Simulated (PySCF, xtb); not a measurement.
Zr(OH)3 (H₃O₃Zr), SMILES [Zr]([OH])([OH])[OH] (connectivity only; charge and spin as stated), neutral, multiplicity 2. One conformer was computed; it need not be the lowest.

Harmonic wavenumbers (cm⁻¹) from xtb with GFN2-xTB at its own minimum, in rising order: 88, 105, 124, 168, 274, 297, 372, 403, 503, 512, 556, 570, 3479, 3488, 3510.

What does PBE0-D3(BJ)/def2-SVP (PySCF) give at its own minimum? (An estimate is asked for; the answer gives what the named calculation found.)

82, 157, 157, 214, 321, 321, 418, 418, 437, 700, 727, 727, 4030, 4030, 4034. Paired by order, the mean absolute difference is 165 cm⁻¹ and the zero-point energies are 20.7 and 24.0 kcal/mol.
